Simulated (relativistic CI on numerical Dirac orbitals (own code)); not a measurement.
Computed by Dirac-Coulomb-Breit CI, separate exchange-only KLI orbitals for each configuration, QED by a radiative potential, unscaled Slater integrals (own radial code, finite nucleus).

The strongest absorption lines from the ground level of an ion, among the configurations computed and to levels below about 182 eV (vacuum wavelength in nm, gf): 14.100 (0.12), 14.533 (0.18), 14.600 (0.27), 14.775 (0.56), 14.829 (1.5), 15.004 (2.3), 26.283 (0.12), 27.804 (0.16).

(1) Which ion is it?
A. Zn¹⁷⁺
B. Fe¹¹⁺
C. Zn¹⁵⁺
D. Ni¹³⁺

Results:

(1) C. Zn¹⁵⁺ has 15 electrons and the ground level 3s²3p³ ⁴S°3/2; the strongest line goes to 3s²3p²3d ⁴P5/2. The pattern of lines fixes the number of electrons, and along that sequence the line energies rise steadily with the charge (about as its square where n changes within one kind of shell, about linearly where n is kept but much faster in heavy ions where fine structure, which grows about as Z⁴, sets the gap, and irregularly where shells cross), which fixes Z. Configurations outside the model, such as inner-shell arrays, can give stronger lines. At this charge energies of transitions that change n are usually good to better than 1 %, and those within a shell (Δn = 0) to a few per cent.

LS names give the leading component of a level, which can be under half, so a name can repeat, a term be missing and a line seem to break the LS rules.
